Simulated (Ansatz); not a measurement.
Rb₂Br⁻: single points at one geometry.

```yaml
crystal:
  periodic: [false, false, false]
  atoms:
    - {symbol: Rb, position_ang: [1.254733, 0.038956, 1.964281]}
    - {symbol: Rb, position_ang: [-1.741189, -1.164940, -1.022620]}
    - {symbol: Br, position_ang: [0.486457, 1.125985, -0.941651]}
basis:
  gaussian: {orbitals: def2-TZVPD, initial_orbitals: start.molden}
total_charge: -1
hamiltonian: {xc: r2scan, dispersion: d4}
scf: {omitted_lower_state_checks: [starts]}
output: {orbitals: {seedname: orbitals}}
```

The file start.molden holds the orbitals of an earlier run on this structure, at another level or in another basis.

```sh
$ ansatz run in.yaml --threads 4 --pin off --events-out ev --progress --plain --max-ram 3916MiB
```

Output, abridged:

```
Functional definition: r2SCAN
1068 factors; their error is unknown
mean field evaluation 1: about -71361.2650 eV, gradient 6.3e0 eV
mean field evaluation 2: about -71361.2841 eV, gradient 5.3e-2 eV
mean field evaluation 4: about -71361.2788 eV, gradient 5.2e-4 eV
mean field evaluation 8: about -71361.2788 eV, gradient 1.1e-5 eV
mean field -71361.27879677 eV, -2622.4786253693 hartree, gradient 1.1e-5 eV, S^2 0.000000; 0 other end points of the search recorded, 0 dependent functions left out
reference -71361.27880815 eV, -2622.4786257875 hartree; 27, 27 occupied and 96, 96 virtual orbitals, 1068 factors
Total energy: -71361.28729193 eV, -2622.4789375607 hartree
Checks for a lower state left out: starts
```

Hardware: 4 threads of Arm Neoverse V2 on a shared host. Wall time 4.6 s.

As the first input, with `correlation: {method: ccsd_t}` and without the key `hamiltonian` (abridged; 22 s):

```
Functional definition: HF
mean field evaluation 16: about -71294.4918 eV, gradient 5.8e0 eV
mean field evaluation 32: about -71296.3508 eV, gradient 9.8e-4 eV
mean field -71297.39589846 eV, -2620.1309721576 hartree, gradient 2.4e-6 eV, S^2 0.000000; 1 other end points of the search recorded, 0 dependent functions left out; unrestricted orbitals would lower it
mean field evaluation 64: about -71297.4525 eV, gradient 9.9e0 eV
determinant -71297.39589846 eV, -2620.1309721576 hartree, with singles and doubles -71310.08402752 eV, -2620.5972523004 hartree
determinant -71296.35080982 eV, -2620.0925658588 hartree, with singles and doubles -71309.80603825 eV, -2620.5870363832 hartree
determinant -71297.39589846 eV, -2620.1309721576 hartree, with singles and doubles -71310.07992114 eV, -2620.5971013937 hartree
determinant -71296.35080982 eV, -2620.0925658588 hartree, with singles and doubles -71309.78230949 eV, -2620.5861643671 hartree
9 core orbitals not correlated: weight in the atoms' cores, before any rotation towards them, 1.000 or more for the frozen orbitals, at most 0.000 for the correlated occupied ones
second order -12.07964140 eV of doubles, -0.00000000 eV of singles
cycle   1  -12.68402298 eV  change   -3.0e-7 eV  update   2.2e-6
perturbative correction -0.42236251 eV, -0.0155215358 hartree
Total energy: -71310.50228395 eV, -2620.6126229405 hartree
Checks for a lower state left out: starts
```

The first input with `gaussian: {orbitals: def2-TZVPD}`, `hamiltonian: {xc: pbe0, dispersion: d4}` and without the key `scf` (abridged; 6 s):

```
Functional definition: PBE0
mean field evaluation 16: about -71351.6500 eV, gradient 4.9e0 eV
mean field evaluation 32: about -71351.6500 eV, gradient 4.9e0 eV
mean field -71352.77778828 eV, -2622.1662190694 hartree, gradient 4.5e-5 eV, S^2 0.000000; 1 other end points of the search recorded, 0 dependent functions left out
Total energy: -71352.82430238 eV, -2622.1679284310 hartree
```

The first input with `hamiltonian: {xc: pbe, dispersion: d4}` (abridged; 1.9 s):

```
Functional definition: PBE
mean field -71350.40634243 eV, -2622.0790700418 hartree, gradient 2.7e-5 eV, S^2 0.000000
Total energy: -71350.46021930 eV, -2622.0810499805 hartree
Checks for a lower state left out: starts
```

Geometry: PBE0-D4/def2-TZVP, that of the neutral doublet.

In the def2 sets Rb takes a core potential; there is no spin–orbit coupling. Correlated methods freeze 9 core orbitals; core or outer-core shells of Rb, Br are correlated, in sets that lack core-valence functions. The restricted singlet is unstable towards broken spin symmetry in Hartree–Fock (as tested in another run); at r2SCAN-D4/def2-TZVPD, PBE0-D4/def2-TZVPD, PBE-D4/def2-TZVPD this wasn't settled. At r2SCAN-D4/def2-TZVPD, PBE0-D4/def2-TZVPD, PBE-D4/def2-TZVPD the highest occupied level of the charge -1 singlet lies above zero (up to 0.48 eV). By energy differences its removal costs 0.69 eV (vertical, to the charge 0 doublet, at PBE-D4/def2-TZVPD); a positive level beside a positive removal energy at the same level points to self-interaction error. At CCSD(T)/def2-TZVPD T1 of the charge -1 singlet is large (up to 0.024), so the single-reference result is doubtful. At CCSD(T)/def2-TZVPD the restricted singlet (for correlated methods, its reference) is unstable: a solution with broken spin symmetry lies lower. The structure comes from a short search, and lower isomers may exist.
